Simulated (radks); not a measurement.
Dipole-allowed excitations along the series with 4 electrons in [He] 2s2. Method: scalar-relativistic Kohn-Sham, PBE, spin-unpolarised, spherical densities, finite nucleus; Fermi nuclear charge, rms radius of each element as measured or else 0.836 A^(1/3) + 0.57 fm; computed with a radial shooting solver on a logarithmic mesh with Libxc functionals. Time-dependent linear response with the Hartree and adiabatic LDA kernel, continuum included through the Sternheimer equations, no spin-orbit coupling, so fine structure and intercombination lines are absent. Lines are the poles of the dipole polarisability below minus the highest occupied eigenvalue, found on a grid refined at the orbital gaps; the lowest seven at most are given, and weak or close lines can be missed. The first line takes the name of the lowest orbital gap if no other gap lies below it; otherwise a line is named after a gap within 0.6 % of it, if that gap stands alone.

species  -e(HOMO) (eV)  lowest orbital gap (eV)  first line (eV)      f  strongest line (eV)  its f  static alpha (bohr^3)
Al9+            378.54             2s-2p 25.808   35.146 (2s-2p)  0.280       234.60 (2s-3p)  0.579                 0.1796
Si10+           454.33             2s-2p 28.391   38.558 (2s-2p)  0.258       279.13 (2s-3p)  0.600                 0.1372
P11+            537.04             2s-2p 31.037   42.036 (2s-2p)  0.240       327.53 (2s-3p)  0.617                 0.1071
S12+            626.67             2s-2p 33.756   45.590 (2s-2p)  0.225       379.83 (2s-3p)  0.632                0.08505
Cl13+           723.25             2s-2p 36.559   49.234 (2s-2p)  0.212       436.02 (2s-3p)  0.645                0.06857
Ar14+           826.80             2s-2p 39.460   52.983 (2s-2p)  0.201       496.15 (2s-3p)  0.657                0.05599
